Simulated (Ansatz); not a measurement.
Reaction (formal exchange of groups at a B–Zn bond): `[BH2][Zn][F]` + `CSC(C)(C)C` → `BC(C)(C)C` + `C[S][Zn][F]`

Computed with Ansatz on PBE0-D4/def2-TZVP structures; ΔE is electronic, products minus reactants. CBS: MP2 limit from def2 TZ/QZ plus the TZ coupled-cluster correction, frozen cores. Functionals use def2-TZVPP. HSE06 is defined as in plane-wave codes. For Zn outer-core shells are correlated without core-valence functions, which leaves a few kJ/mol of doubt a bond. Scalar relativity is left out up to krypton. One conformer a species, not always the lowest.

```
             level  ΔE (kJ/mol)
          HSE06-D4       -106.6
           ωB97X-V       -103.1
       HF/def2-SVP       -126.4
     CCSD/def2-SVP       -102.3
     HF/def2-TZVPP       -128.1
CCSD(T)/def2-TZVPP       -102.5
SCS-MP2/def2-QZVPP       -108.1
    CCSD/CBS(def2)       -111.5
```

Task: What does CCSD(T)/CBS give? (An estimate is asked.)

Result: Computed: -107.9 kJ/mol. The listed levels differ from it by 1.3, 4.8, -18.5, 5.6, -20.2, 5.4, -0.2, -3.6 kJ/mol.

Largest T1 diagnostic among the species: 0.016.

From BLYP to BHLYP (50 % exact exchange), in def2-TZVPP and without D4, ΔE moves by −9.4 kJ/mol. In def2-TZVPP, CCSD(T) changes the Hartree–Fock value by +25.6 kJ/mol (the triples alone add +3.6 kJ/mol) and MP2 by +25.0 kJ/mol.
